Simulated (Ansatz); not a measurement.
`BC1(C)C=N1` + `O[CH2][ZnH]` → `CO[CH2][ZnH]` + `BC1C=N1`  (substitution at a C–C bond)

Isolated molecules relaxed with PBE0-D4/def2-TZVP in Ansatz; ΔE leaves out vibrations. CBS: MP2 limit from def2 TZ/QZ plus the TZ coupled-cluster correction, frozen cores. Functionals use def2-TZVPP. For Zn outer-core shells are correlated without core-valence functions, which leaves a few kJ/mol of doubt a bond. Scalar relativity is left out up to krypton. Each species was taken in one conformer, which may not be the lowest.

`BC1(C)C=N1`:

Z-matrix (Å, degrees):
```
C
C 1 1.508
C 1 1.482 2 117.7
B 1 1.526 2 122.3 3 -158.2
N 1 1.594 2 114.6 3 52.6
H 2 1.092 1 111.9 3 -17.1
H 2 1.093 1 110.5 3 103.5
H 2 1.093 1 110.9 3 -137.6
H 3 1.083 1 147.3 2 -76.4
H 4 1.196 1 119.7 2 -169.4
H 4 1.198 1 120.4 2 12.5
```

`O[CH2][ZnH]`:

```xyz
7

O     1.407   -0.534   -0.091
C     0.277    0.249   -0.499
Zn   -1.167    0.268    0.849
H     1.152   -1.458   -0.098
H    -0.066   -0.048   -1.498
H     0.655    1.269   -0.610
H    -2.257    0.254    1.947
```

`CO[CH2][ZnH]`:

Cartesian coordinates in Å:
```
C 0.723 -1.429 -0.330
O -0.262 -0.446 -0.497
C -0.071 0.662 0.366
Zn -1.523 1.935 0.009
H 0.507 -2.242 -1.025
H 1.725 -1.031 -0.545
H 0.724 -1.825 0.695
H 0.918 1.117 0.191
H -0.072 0.332 1.418
H -2.668 2.927 -0.282
```

`BC1C=N1`:

Cartesian coordinates in Å:
```
B 0.621 0.265 1.078
C -0.460 -0.233 0.129
C -0.255 -0.159 -1.334
N -0.993 0.762 -0.996
H 0.792 -0.271 2.134
H 1.316 1.181 0.750
H -1.222 -0.940 0.448
H 0.201 -0.605 -2.209
```

CCSD(T)/CBS gives +36.0 kJ/mol.

**Question.** Another level gave +25.8 kJ/mol. Which?
A. BHLYP/def2-TZVPP
B. HF/def2-TZVPP
C. CCSD/def2-TZVPP
D. revPBE-D4/def2-TZVPP

**Answer.** A. BHLYP 25.8, revPBE-D4 37.0, CCSD/def2-TZVPP 30.6, HF/def2-TZVPP 19.1 kJ/mol.

Largest T1 diagnostic among the species: 0.014.

Leaving LDA and LC-ωPBE aside and taking each functional with its dispersion term where it has one, the values, not all of them listed here, spread over 9.1 kJ/mol, from BHLYP-D4 to revPBE-D4. In def2-TZVPP, CCSD(T) changes the Hartree–Fock value by +13.1 kJ/mol (the triples alone add +1.5 kJ/mol) and MP2 by +17.9 kJ/mol.
